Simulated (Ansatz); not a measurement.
Pulling on the N2–H4 bond in iminoborane (SMILES B=N) (multiplicity 1 held, fragments rigid). Energies count from the point at 0.992 Å.
Geometry at that point (charge 0, multiplicity 1):
```xyz
4

B      0.00000     0.00000    -0.69206
N      0.00000     0.00000     0.54092
H      0.00000     0.00000    -1.85891
H      0.00000     0.00000     1.53277
```

Signs of static correlation in cc-pVDZ, from Ansatz (a first-principles code) runs.

```tsv
R (Å)	T1 of restricted CCSD	⟨S²⟩ of UHF	largest double amplitude of restricted CCSD
0.793	0.018	0.000	0.071
0.893	0.018	0.000	0.071
0.992	0.018	0.000	0.071
1.091	0.018	0.000	0.071
1.190	0.018	0.000	0.071
1.339	0.019	0.000	0.072
1.488	0.020	0.000	0.090
1.736	0.024	0.570	0.186
1.984	0.031	1.007	[?]
2.281	0.045	1.009	0.420
2.678	0.067	1.010	[?]
3.174	0.087	1.011	0.793
```

Q: Some entries are withheld; supply them.

A: 
- 1.984, largest double amplitude of restricted CCSD: 0.284
- 2.678, largest double amplitude of restricted CCSD: 0.609

Doubts at one or more of the structures used: a restricted determinant that unrestricted orbitals would lower (R-CCSD(T)/cc-pVDZ); other coupled-cluster roots lie near (R-CCSD(T)/cc-pVDZ); T1 above 0.05 (R-CCSD(T)/cc-pVDZ, U-CCSD(T)/cc-pVDZ); a spin-contaminated determinant (U-CCSD(T)/cc-pVDZ); the program's own flag: lower state (U-CCSD(T)/cc-pVDZ).
